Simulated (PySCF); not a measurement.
CH₈FNSi₂, SMILES NC[SiH2][SiH2]F.

The structure is a stationary point at PBE0-D3(BJ)/def2-SVP. The structure was generated by enumeration, and PubChem lists no compound with its InChIKey, so it may never have been made. One conformer was computed; it need not be the lowest.

Two levels are set side by side: TDDFT-PBE/def2-SVPD (PySCF) and TDDFT-ωB97X/def2-SVPD (PySCF). Vertical, same geometry. The lowest singlet is HOMO→LUMO 98 % with PBE and HOMO→LUMO 51 %, HOMO→LUMO+1 25 % with the other functional; states are paired by order. Differences are taken from unrounded values.

```json
[
 {"quantity": "lowest singlet excitation (eV)", "TDDFT-ωB97X": "6.02", "TDDFT-PBE": "4.05", "TDDFT-PBE minus TDDFT-ωB97X": "-1.98"},
 {"quantity": "lowest triplet excitation (TDA) (eV)", "TDDFT-ωB97X": "5.50", "TDDFT-PBE": "3.84", "TDDFT-PBE minus TDDFT-ωB97X": "-1.65"},
 {"quantity": "first bright state (f over 0.05) (eV)", "TDDFT-ωB97X": "6.79", "TDDFT-PBE": "5.29", "TDDFT-PBE minus TDDFT-ωB97X": "-1.50"},
 {"quantity": "its oscillator strength", "TDDFT-ωB97X": "0.11", "TDDFT-PBE": "0.07", "TDDFT-PBE minus TDDFT-ωB97X": "-0.03"}
]
```

Functionals without exact exchange tend to place singlet excitations lower, as here. Differences between two approximate levels are no errors against the true value.

Rough cost on one machine, each run with all the roots and properties that it gave: TDDFT-ωB97X against TDDFT-PBE about 6 times.
